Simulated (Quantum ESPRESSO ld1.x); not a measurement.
Results of a calculation; reference values are marked as such.
The barium ion Ba45+, 11 electrons, occupied as [Ne] 3s1. Code: ld1.x of Quantum ESPRESSO 7.5. Model: scalar-relativistic Kohn-Sham, LDA (Slater exchange, Perdew-Wang correlation), spin-polarised, spherical densities, point nucleus; open shells are filled with parallel spins first.

Normalised radial functions P(r) = r R(r), r in bohr:

r,2p down
0.001544,0.0156
0.002126,0.0272
0.002952,0.0481
0.004098,0.0851
0.005643,0.1474
0.007833,0.2560
0.01079,0.4313
0.01498,0.7164
0.02079,1.1426
0.02863,1.7053
0.03974,2.3756
0.05517,2.9639
0.07597,3.1800
0.1055,2.7876
0.1452,1.8685
0.2016,0.8450
0.2799,0.2235
0.3854,0.0299
0.5351,0.0014
0.7369,0.0000

2p down: eigenvalue -8215.6 eV, 0 radial nodes, <r> = 0.0942 bohr, 90 % of the charge inside 0.153 bohr.
